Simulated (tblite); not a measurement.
C₅H₁₃FOSi₂.
Structure used (GFN2-xTB), in Å, numbered top down from 1:
```
atom  x, y, z in Å
C1     3.518    0.114    0.484
Si2    1.913    0.604   -0.419
C3     0.642   -0.742    0.073
C4    -0.762   -0.190    0.322
Si5   -2.013   -1.625    0.461
F6    -1.435   -2.612    1.593
C7    -1.133    0.800   -0.734
C8    -2.512    1.403   -0.644
O9    -0.365    1.102   -1.619
H10    4.319    0.805    0.244
H11    3.401    0.115    1.564
H12    3.847   -0.879    0.194
H13    2.202    0.621   -1.850
H14    1.513    1.915    0.112
H15    0.600   -1.473   -0.737
H16    0.971   -1.279    0.962
H17   -0.774    0.356    1.272
H18   -2.061   -2.416   -0.757
H19   -3.313   -1.223    0.979
H20   -3.228    0.712   -1.087
H21   -2.543    2.334   -1.205
H22   -2.798    1.578    0.389
```

Level: GFN2-xTB in tblite, geometry and Hessian alike; calculated harmonic values, unscaled, isolated species. Against measured fundamentals such values can be off by several per cent, at times by over 20. Modes of hydrogen on silicon can be 10 to 20 % off. One conformer, not necessarily the lowest.

Harmonic wavenumbers (cm⁻¹): 48.8, 50.1, 60.4, 97.3, 107.6, 129.0, 137.0, 155.6, 169.4, 207.9, 255.2, 284.5, 413.9, 460.8, 495.1, 506.7, 585.7, 604.2, 668.0, 697.2, 707.6, 718.9, 728.9, 747.5, 763.6, 769.2, 797.1, 823.5, 831.3, 842.4, 923.7, 963.0, 991.6, 1062.8, 1100.4, 1134.1, 1186.2, 1257.1, 1293.9, 1369.9, 1379.3, 1450.0, 1462.1, 1476.5, 1499.4, 1505.1, 1729.4, 2200.6, 2284.1, 2323.0, 2353.9, 2905.1, 2971.8, 2999.4, 3016.2, 3035.9, 3040.1, 3046.1, 3052.7, 3055.6.

A = 1411, B = 741.0, C = 514.7 MHz; mass 164.049 u (most abundant isotopes); point group C1, symmetry number 1.

Task: What is the zero-point energy?

Result: Half the sum of the wavenumbers: 35967 cm⁻¹ = 430.26 kJ/mol.

Task: What is S at 200 K and 1 bar for an ideal gas of classical rigid rotors and harmonic oscillators?

Result: Translation 164.16, rotation 123.76, vibration 127.72: S = 415.6 J/(mol K).

Task: And Cp and H(200 K) − H(0)?

Result: Cp = 156.96 J/(mol K), of which vibrations give 123.70 (their classical limit is 60 R = 498.9); H(200 K) − H(0) = 20.10 kJ/mol without the zero-point energy, 13.45 from vibrations.

Task: How do the functions run with temperature in this model?

Result: 
```json
{"T (K)": "50", "S (J/(mol K))": "265.1", "Cp (J/(mol K))": "72.5", "H − H(0) (kJ/mol)": "2.45", "G − H(0) (kJ/mol)": "-10.81", "ln q(vib)": "0.92"}
{"T (K)": "100", "S (J/(mol K))": "326.8", "Cp (J/(mol K))": "106.0", "H − H(0) (kJ/mol)": "6.99", "G − H(0) (kJ/mol)": "-25.69", "ln q(vib)": "3.04"}
{"T (K)": "298.15", "S (J/(mol K))": "488.2", "Cp (J/(mol K))": "209.6", "H − H(0) (kJ/mol)": "38.11", "G − H(0) (kJ/mol)": "-107.45", "ln q(vib)": "11.12"}
{"T (K)": "373.15", "S (J/(mol K))": "539.2", "Cp (J/(mol K))": "245.9", "H − H(0) (kJ/mol)": "55.22", "G − H(0) (kJ/mol)": "-146.00", "ln q(vib)": "13.93"}
{"T (K)": "500", "S (J/(mol K))": "618.5", "Cp (J/(mol K))": "296.3", "H − H(0) (kJ/mol)": "89.75", "G − H(0) (kJ/mol)": "-219.52", "ln q(vib)": "18.51"}
{"T (K)": "750", "S (J/(mol K))": "752.9", "Cp (J/(mol K))": "365.6", "H − H(0) (kJ/mol)": "173.15", "G − H(0) (kJ/mol)": "-391.49", "ln q(vib)": "26.87"}
{"T (K)": "1000", "S (J/(mol K))": "864.7", "Cp (J/(mol K))": "411.0", "H − H(0) (kJ/mol)": "270.59", "G − H(0) (kJ/mol)": "-594.08", "ln q(vib)": "34.38"}
```

q(vib) and H(0) count from the zero-point level.

Task: Which modes carry the vibrational entropy at 200 K?

Result: 48.8 cm⁻¹: 17.06; 50.1 cm⁻¹: 16.84; 60.4 cm⁻¹: 15.31; 97.3 cm⁻¹: 11.45; 107.6 cm⁻¹: 10.65; 129.0 cm⁻¹: 9.23 J/(mol K); the other 54 give 47.18 together.

Task: Blend soft modes into free rotors: weight 1/[1 + (100 cm⁻¹/ν̃)⁴] for the oscillator and the rest for a rotor with moment μB/(μ + B), μ = h/(8π²ν), B = 10⁻⁴⁴ kg m². What vibrational entropy results?

Result: 117.67 J/(mol K) in place of 127.72, which changes −T·S at 200 K by +2.01 kJ/mol.

Task: What must be added to the electronic energy to get the Gibbs energy at 200 K and 1 bar?

Result: ZPE + [H(200 K) − H(0)] − T·S = 430.26 + 20.10 − 83.13 = 367.23 kJ/mol.

Hindered rotation and anharmonicity are outside this model. Other conformers, if any are populated, would add a mixing term that is left out. The structure is chiral; the term R ln 2 for an equal mix with its mirror image is left out.

On an Arm Neoverse N1 with one thread, shared host with 64 logical CPUs at a one-minute load of 61, this took 2.0 s. This covers the Hessian and the dipole derivatives.
